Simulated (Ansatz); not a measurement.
I2Zn, charge -1, doublet, at a GFN2-xTB geometry (such geometries of metal compounds can be far from the true shape) (a state made from the parent by changing its charge; the spin is typed, not shown lowest) (core potentials on I) (a gas-phase anion, which may not be bound at this level). Base run: Ansatz (a quantum-chemistry and plane-wave program) with HF/def2-TZVP.

Here is a job for Ansatz.
Ansatz 0.2 input:
```yaml
crystal:
  periodic: [false, false, false]
  atoms:
    - {symbol: Zn, position_ang: [-1.20083189, -0.31108621, -0.27389433]}
    - {symbol: I, position_ang: [0.17421088, 1.99842116, -1.36602406]}
    - {symbol: I, position_ang: [0.50550528, -1.82233463, 1.52105858]}
basis:
  gaussian:
    orbitals: def2-TZVP
hamiltonian:
  xc: hf
total_charge: -1
magnetization: {spin_polarized: true, initial_magnetization: 1}
```

Variants of this job, named by their change:

```
change                                                            ΔE vs base (mEh)
----------------------------------------------------------------  ----------------
base                                                                         0.000
occupation = up:A1:17 A2:5 B1:7 B2:12 down:A1:16 A2:5 B1:7 B2:12             0.000
occupation = up:A1:17 A2:6 B1:6 B2:12 down:A1:16 A2:5 B1:7 B2:12             455.0
occupation = up:A1:17 A2:4 B1:8 B2:12 down:A1:16 A2:5 B1:7 B2:12             188.3
symmetry_tolerance_ang = 0.01                                                0.000
occupation = up:A1:17 A2:5 B1:6 B2:13 down:A1:16 A2:5 B1:7 B2:12             251.2
occupation = up:A1:17 A2:5 B1:8 B2:11 down:A1:16 A2:5 B1:7 B2:12             176.5
```

A gas-phase anion may not be bound at this level; its values then depend on the basis.
